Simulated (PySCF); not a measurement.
## Working out the ionisation energy of Br⁺

Br⁺ [Ar] 3d10 4s2 4p4 (3P) → Br²⁺ [Ar] 3d10 4s2 4p3 (4S). Computed with PySCF 2.14 in jorge-DZP-DKH (8s6p2d1f, 43 functions), with the spin-free X2C one-electron Hamiltonian (Gaussian nucleus). Frozen: [Ar] 3d10. Energies in hartree (1 hartree = 27.21139 eV):

| part | Br⁺ (lower) | Br²⁺ (upper) |
| --- | --- | --- |
| UHF | -2603.876404 | -2603.132956 |
| CCSD correlation | -0.038962 | -0.032362 |
| (T) | -0.000264 | -0.000161 |

What does Hartree-Fock give?

(-2603.132956) − (-2603.876404) = 0.743448 hartree = 20.230 eV.

What do CCSD and CCSD(T) give?

The CCSD correlation energies differ by 0.006600 hartree = 0.180 eV and the triples by 0.000103 hartree = 0.003 eV, so CCSD gives 20.410 eV and CCSD(T) 20.413 eV.

Measured between the centres of the two terms (NIST): 21.409 eV, so CCSD(T) (valence) is off by -0.996 eV.

A double-zeta basis recovers only part of the correlation energy.

What remains against the reference includes basis incompleteness, the frozen core and higher excitations.
